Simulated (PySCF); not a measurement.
Ti(O)2 anion (O2Ti), SMILES [O]=[Ti]=[O] (connectivity only; charge and spin as stated), charge -1, multiplicity 2.

Geometry optimised at r2SCAN-D4/def2-TZVPD. The spin state was assumed, not searched. The isomer is the one that the SMILES or the coordinates give; other isomers of the formula were not compared.

All values below come from M06-2X/def2-TZVPD in PySCF.

Gas-phase values at a fixed geometry.

* **total energy**: -999.95861 hartree
* **point group**: C2v
* **α spin, highest occupied and lowest empty level**: -0.88 and 3.27 eV
* **β spin, highest occupied and lowest empty level**: -3.64 and -1.47 eV
* **dipole moment about the centre of nuclear charge**: 2.03 D
* **mean static polarisability**: 108.1 bohr³ (16.02 Å³)
* **polarisability, principal values**: 97.1, 105.7, 121.6 bohr³
* **⟨S²⟩**: 0.753 (pure state 0.75)
